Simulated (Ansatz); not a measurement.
`[CH3][Cd][CH3]` and `[CH3][Cd][Cl]` differ in one atom or group.

Ansatz, PBE0-D4/def2-TZVP geometries, multiplicity 1. 

Elements past krypton have def2 core potentials.

| property | `[CH3][Cd][CH3]` |
| --- | --- |
| LUMO energy (B3LYP/def2-TZVPP) / eV | -0.30 |
| size of the dipole moment (ωB97M-V/def2-TZVPP) / D | 0.00 |
| size of the dipole moment (B3LYP/def2-TZVPP) / D | 0.00 |
| HOMO energy (PBE0/def2-TZVPP) / eV | -6.84 |
| HOMO energy (B3LYP/def2-TZVPP) / eV | -6.63 |
| HOMO–LUMO gap (ωB97M-V/def2-TZVPP) / eV | 10.25 |

Problem. Give the same properties after the change, and the shifts. (An estimate is asked.)

Solution. Ansatz gave: 
```
                                          property  `[CH3][Cd][Cl]`  shift
               LUMO energy (B3LYP/def2-TZVPP) / eV            -1.14  -0.84
size of the dipole moment (ωB97M-V/def2-TZVPP) / D             3.05   3.05
  size of the dipole moment (B3LYP/def2-TZVPP) / D             3.16   3.16
                HOMO energy (PBE0/def2-TZVPP) / eV            -8.29  -1.45
               HOMO energy (B3LYP/def2-TZVPP) / eV            -8.04  -1.41
           HOMO–LUMO gap (ωB97M-V/def2-TZVPP) / eV            11.17   0.92
```

With PBE0 the HOMO falls by 1.45 eV and the LUMO falls by 0.82 eV, so the gap widens by about 0.63 eV. PBE moves the HOMO by -1.19 eV and ωB97M-V by -1.44 eV.

B3LYP here is the variant with VWN-RPA as its local correlation; programs differ in this.
